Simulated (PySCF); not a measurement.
## Structure from 2D NMR

Compound of formula C7H7FO. Correlations simulated from computed shifts and the bond graph:

HSQC (one-bond C–H):
| δH | δC |
| --- | --- |
| 7.40 | 122.7 |
| 7.29 | 128.8 |
| 7.14 | 125.3 |
| 6.86 | 115.0 |
| 3.96 | 55.6 |

COSY cross peaks (H two or three bonds apart, from the bond graph; peaks can be absent where the dihedral angle is near 90°):
| δH | δH |
| --- | --- |
| 7.40 | 7.14 |
| 7.29 | 7.14 |
| 7.29 | 6.86 |

HMBC (two and three bonds, from the bond graph):
| δH | δC |
| --- | --- |
| 7.40 | 162.6, 155.3, 128.8, 125.3 |
| 7.29 | 155.3, 125.3, 122.7, 115.0 |
| 7.14 | 162.6, 128.8, 122.7, 115.0 |
| 6.86 | 162.6, 155.3, 128.8, 125.3 |
| 3.96 | 155.3 |

Carbons without hydrogens: δ 162.6, 155.3.

- coordinates at the GFN2-xTB level
- PBE0/pcSseg-1 with gauge-including orbitals
- run in PySCF
- no relativistic terms, one conformer, isolated molecule, rapidly exchanging positions averaged

Referencing at the same level of theory: TMS for $^{1}$H (σ = 31.72 ppm) and $^{13}$C (σ = 186.93 ppm).

Exchangeable hydrogens are left out of these lists.

Work out the connectivity.

Answers

SMILES COc1ccccc1F.

Atoms are numbered as in `[CH3:1][O:2][c:3]1[cH:4][cH:5][cH:6][cH:7][c:8]1[F:9]` (H(Xn): hydrogen on atom n).

1. δC 162.6 is C8, an aromatic carbon bearing fluorine.
2. δC 155.3 is C3, an aromatic carbon bearing oxygen.
3. δC 128.8 is C5, an aromatic CH (δH 7.29).
4. δC 125.3 is C6, an aromatic CH (δH 7.14).
5. δC 122.7 is C7, an aromatic CH (δH 7.40).
6. δC 115.0 is C4, an aromatic CH (δH 6.86).
7. δC 55.6 is C1, a methyl carbon bonded to O (δH 3.96).
8. HMBC from δH 7.40 reaches the proton-free carbons C8, C3.
9. HMBC from δH 7.29 reaches the proton-free carbon C3.
10. HMBC from δH 7.14 reaches the proton-free carbon C8.
11. HMBC from δH 6.86 reaches the proton-free carbons C8, C3.
12. COSY links 7.40–7.14, 7.29–7.14, 7.29–6.86.

The shifts were computed for this structure.

Shifts are as computed. Against solution values, carbons near 30 ppm lie about +3 ppm off and those near 130 ppm about +5 ppm. Of 1211 compounds with measured shifts, 218 miss one by over three times the rms of a fit or turn the order of signals round; such compounds aren't used in these exercises.
